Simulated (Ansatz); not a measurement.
One change: `BCC=N` becomes `N=CCC=N`.

Ansatz, PBE0-D4/def2-TZVP geometries, multiplicity 1. Each molecule was computed in one conformer, which needn't be the lowest.

```json
{"property": "size of the dipole moment (PBE/def2-TZVPP) / D", "`BCC=N`": "2.28"}
{"property": "HOMO energy (B3LYP/def2-TZVPP) / eV", "`BCC=N`": "-7.32"}
{"property": "HOMO energy (PBE/def2-TZVPP) / eV", "`BCC=N`": "-6.08"}
{"property": "LUMO energy (B3LYP/def2-TZVPP) / eV", "`BCC=N`": "-1.88"}
{"property": "HOMO–LUMO gap (ωB97M-V/def2-TZVPP) / eV", "`BCC=N`": "10.23"}
{"property": "LUMO energy (PBE0/def2-TZVPP) / eV", "`BCC=N`": "-1.64"}
```

Task: Give the same properties after the change, and the shifts. (Estimate.)

Result: The calculation gave: 
```csv
property,`N=CCC=N`,shift
size of the dipole moment (PBE/def2-TZVPP) / D,1.21,-1.07
HOMO energy (B3LYP/def2-TZVPP) / eV,-7.48,-0.16
HOMO energy (PBE/def2-TZVPP) / eV,-6.19,-0.11
LUMO energy (B3LYP/def2-TZVPP) / eV,-1.14,0.74
HOMO–LUMO gap (ωB97M-V/def2-TZVPP) / eV,11.44,1.21
LUMO energy (PBE0/def2-TZVPP) / eV,-0.89,0.75
```

With PBE0 the HOMO falls by 0.14 eV and the LUMO rises by 0.75 eV, so the gap widens by about 0.89 eV. PBE moves the HOMO by -0.11 eV and ωB97M-V by -0.14 eV. Dipoles are sizes alone; their direction can turn.

B3LYP here is the variant with VWN-RPA as its local correlation; programs differ in this.
